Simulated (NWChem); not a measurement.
System: HSF$_{2}$ cation; SMILES F[SH+]F

The following NWChem deck was run.

```
start job
memory heap 200 mb stack 900 mb global 1100 mb
charge 1
geometry units angstroms noautosym nocenter noautoz
  F     -0.489097    -0.022044    -1.202940
  S      0.482723    -0.031668     0.000000
  F     -0.489097    -0.022044     1.202940
  H      0.742362     1.322973     0.000000
end
basis spherical
  F library def2-svp
  S library def2-svp
  H library def2-svp
end
dft
  xc m06-2x
  iterations 150
end
cosmo
  dielec 7.6
end
task dft energy
```

Output (shortened):

```
             Northwest Computational Chemistry Package (NWChem) 7.3.0
             --------------------------------------------------------

                             Geometry "geometry" -> ""
                             -------------------------

 Output coordinates in angstroms (scale by  1.889725989 to convert to a.u.)

  No.       Tag          Charge          X              Y              Z
 ---- ---------------- ---------- -------------- -------------- --------------
    1 F                    9.0000    -0.48909700    -0.02204400    -1.20294000
    2 S                   16.0000     0.48272300    -0.03166800     0.00000000
    3 F                    9.0000    -0.48909700    -0.02204400     1.20294000
    4 H                    1.0000     0.74236200     1.32297300     0.00000000

 Effective nuclear repulsion energy (a.u.)     126.8632086253

                                 NWChem DFT Module
                                 -----------------

 Summary of "ao basis" -> "ao basis" (spherical)
 ------------------------------------------------------------------------------
       Tag                 Description            Shells   Functions and Types
 ---------------- ------------------------------  ------  ---------------------
 F                          def2-svp                 6       14   3s2p1d
 S                          def2-svp                 8       18   4s3p1d
 H                          def2-svp                 3        5   2s1p

 in cosmo_initialize ...

 solvent parameters
 solvname_short: unkn
 solvname_long:  unknown
 dielec:        7.6000

          ---------------
          -cosmo- solvent
          ---------------
 Cosmo: York-Karplus, doi: 10.1021/jp992097l
 dielectric constant -eps-     =   7.60
 screen = (eps-1)/(eps    )    =   0.86842
 surface charge correction     = lagrangian

   van der Waals surface
 --------------------------

[...]

                                   COSMO solvation results
                                   -----------------------

                 gas phase energy =      -597.685316741759
                 sol phase energy =      -597.792619513888
 (electrostatic) solvation energy =         0.107302772129 (   67.33 kcal/mol)

                       DFT Final Molecular Orbital Analysis
                       ------------------------------------

 Vector   15  Occ=2.000000D+00  E=-6.461429D-01
              MO Center= -4.4D-01, -2.1D-02,  7.6D-08, r^2= 1.9D+00
   Bfn.  Coefficient  Atom+Function         Bfn.  Coefficient  Atom+Function
  ----- ------------  ---------------      ----- ------------  ---------------
     6      0.405111  1 F  pz                38      0.405111  3 F  pz
     4     -0.270750  1 F  px                 9     -0.270818  1 F  pz
    36      0.270750  3 F  px                41     -0.270818  3 F  pz
     7      0.178316  1 F  px                39     -0.178316  3 F  px
    27     -0.069329  2 S  pz                31      0.061649  2 S  d  1

 Vector   16  Occ=2.000000D+00  E=-6.432773D-01
              MO Center= -1.5D-01,  9.2D-02, -9.4D-08, r^2= 2.1D+00
   Bfn.  Coefficient  Atom+Function         Bfn.  Coefficient  Atom+Function
  ----- ------------  ---------------      ----- ------------  ---------------
     4      0.377845  1 F  px                36      0.377845  3 F  px
     7     -0.263839  1 F  px                39     -0.263839  3 F  px
    18      0.222242  2 S  s                 22      0.195356  2 S  px
     5      0.187416  1 F  py                37      0.187416  3 F  py
    47      0.188274  4 H  s                 17      0.172198  2 S  s

 Vector   17  Occ=2.000000D+00  E=-5.222412D-01
              MO Center=  3.4D-01, -9.9D-03, -7.1D-09, r^2= 1.8D+00
   Bfn.  Coefficient  Atom+Function         Bfn.  Coefficient  Atom+Function
  ----- ------------  ---------------      ----- ------------  ---------------
    23      0.355777  2 S  py                26      0.304015  2 S  py
    47      0.286283  4 H  s                 17     -0.281716  2 S  s
     5      0.278484  1 F  py                37      0.278484  3 F  py
    18     -0.221192  2 S  s                  8     -0.203821  1 F  py
    40     -0.203821  3 F  py                20      0.180557  2 S  py

 Vector   18  Occ=0.000000D+00  E=-1.018374D-01
              MO Center=  5.7D-01, -7.0D-03,  1.0D-08, r^2= 1.7D+00
   Bfn.  Coefficient  Atom+Function         Bfn.  Coefficient  Atom+Function
  ----- ------------  ---------------      ----- ------------  ---------------
    27      0.887359  2 S  pz                24      0.429141  2 S  pz
     3      0.312767  1 F  s                 35     -0.312767  3 F  s
     4     -0.245248  1 F  px                 7      0.245151  1 F  px
    36      0.245248  3 F  px                39     -0.245151  3 F  px
    21      0.223277  2 S  pz                31     -0.174286  2 S  d  1

 Vector   19  Occ=0.000000D+00  E=-8.630066D-02
              MO Center=  2.8D-01, -2.3D-02, -2.2D-09, r^2= 1.9D+00
   Bfn.  Coefficient  Atom+Function         Bfn.  Coefficient  Atom+Function
  ----- ------------  ---------------      ----- ------------  ---------------
    25      0.761398  2 S  px                26      0.409049  2 S  py
    48     -0.397858  4 H  s                 22      0.366916  2 S  px
     3      0.297518  1 F  s                 35      0.297518  3 F  s
     9      0.260905  1 F  pz                41     -0.260905  3 F  pz
     6     -0.241187  1 F  pz                38      0.241187  3 F  pz

[...]
```

Level: M06-2X/def2-SVP, COSMO on the gas-phase geometry. The geometry was optimised at PBE0/def2-SVP. COSMO prints the solvation energy as gas minus solution, so a positive value is a stabilisation.
